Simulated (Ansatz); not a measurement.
C$_{4}$H$_{8}$O$_{2}$S, charge +1, doublet, at a GFN2-xTB geometry (a state made from the parent by changing its charge; the spin is typed, not shown lowest), atoms displaced at random by about 0.08 Å a coordinate; HF/STO-3G, gradient (Ansatz, a quantum-chemistry and plane-wave program).

Ansatz was given this input:
Ansatz 0.2 input:
```yaml
crystal:
  periodic: [false, false, false]
  atoms:
    - {symbol: O, position_ang: [1.73162981, 0.75333698, -0.68557416]}
    - {symbol: S, position_ang: [0.70268301, 0.42743542, 0.32709048]}
    - {symbol: O, position_ang: [0.75445215, 0.60807728, 1.65769342]}
    - {symbol: C, position_ang: [-1.04910331, 0.97345060, -0.22278562]}
    - {symbol: C, position_ang: [-1.55785409, -0.29144528, -1.01101037]}
    - {symbol: C, position_ang: [-1.17087734, -1.34992934, -0.12533306]}
    - {symbol: C, position_ang: [0.28012470, -1.27460594, -0.04974995]}
    - {symbol: H, position_ang: [-1.44820040, 1.26556079, 0.69579712]}
    - {symbol: H, position_ang: [-0.98529609, 1.83552660, -0.92154119]}
    - {symbol: H, position_ang: [-2.60402446, -0.30674959, -1.09978517]}
    - {symbol: H, position_ang: [-1.18281544, -0.44977771, -2.10311198]}
    - {symbol: H, position_ang: [-1.45103758, -2.39856882, -0.49714021]}
    - {symbol: H, position_ang: [-1.71525383, -1.36857330, 0.79942018]}
    - {symbol: H, position_ang: [0.78085891, -1.99175094, 0.83425296]}
    - {symbol: H, position_ang: [1.02366599, -1.74443691, -0.96673369]}
basis:
  gaussian:
    orbitals: STO-3G
hamiltonian:
  xc: hf
total_charge: 1
magnetization: {spin_polarized: true, initial_magnetization: 1}
output: {forces: true}
```

Output, abridged:

```
Functional definition: HF
651 factors; integrals over basis functions are off by at most 4.4e-5 eV
mean field evaluation 1: about -18887.9064 eV, gradient 3.3e1 eV
mean field evaluation 2: about -18888.2664 eV, gradient 3.3e1 eV
mean field evaluation 4: about -18896.4003 eV, gradient 5.1e0 eV
mean field evaluation 8: about -18898.0345 eV, gradient 4.2e0 eV
mean field evaluation 16: about -18898.1873 eV, gradient 1.9e-3 eV
mean field evaluation 32: about -18898.1139 eV, gradient 2.0e-1 eV
mean field evaluation 64: about -18897.1721 eV, gradient 1.5e-1 eV
mean field evaluation 96: about -18897.4098 eV, gradient 1.3e0 eV
mean field evaluation 128: about -18896.9449 eV, gradient 4.4e0 eV
mean field -18898.18733337 eV, -694.4955748498 hartree, gradient 6.4e-6 eV, S^2 0.774771; 3 other end points of the search recorded, 0 dependent functions left out
the calculation of the forces begins
reference -18898.18733337 eV, -694.4955748498 hartree; 32, 31 occupied and 15, 16 virtual orbitals, 651 factors
Total energy: -18898.18733337 eV, -694.4955748498 hartree
Atom 0 at     1.731630     0.753337    -0.685574 Å, force     9.975427     3.505883    -9.540042 eV/Å
Atom 1 at     0.702683     0.427435     0.327090 Å, force   -12.663161    -4.978285   -10.617866 eV/Å
Atom 2 at     0.754452     0.608077     1.657693 Å, force     2.372155     3.657356    21.676779 eV/Å
Atom 3 at    -1.049103     0.973451    -0.222786 Å, force     1.673380     0.985093    -6.252965 eV/Å
Atom 4 at    -1.557854    -0.291445    -1.011010 Å, force    -0.357021     2.866621    -3.117186 eV/Å
Atom 5 at    -1.170877    -1.349929    -0.125333 Å, force    -1.894125    -7.752550    -0.381337 eV/Å
Atom 6 at     0.280125    -1.274606    -0.049750 Å, force     9.793950    -9.046246     0.960779 eV/Å
Atom 7 at    -1.448200     1.265561     0.695797 Å, force    -1.532228     0.112644     2.117160 eV/Å
Atom 8 at    -0.985296     1.835527    -0.921541 Å, force     0.163407    -0.323577     0.928127 eV/Å
Atom 9 at    -2.604024    -0.306750    -1.099785 Å, force    -2.094692     0.797916    -0.068437 eV/Å
Atom 10 at    -1.182815    -0.449778    -2.103112 Å, force    -0.250361     1.100587     3.000443 eV/Å
Atom 11 at    -1.451038    -2.398569    -0.497140 Å, force     0.785936     2.170509     0.062614 eV/Å
Atom 12 at    -1.715254    -1.368573     0.799420 Å, force     0.310153     0.939717     1.068892 eV/Å
Atom 13 at     0.780859    -1.991751     0.834253 Å, force    -2.318286     3.317043    -2.729277 eV/Å
Atom 14 at     1.023666    -1.744437    -0.966734 Å, force    -3.964533     2.647290     2.892314 eV/Å
Dipole moment:    -0.156174    -0.131778    -0.505920 e Å
```
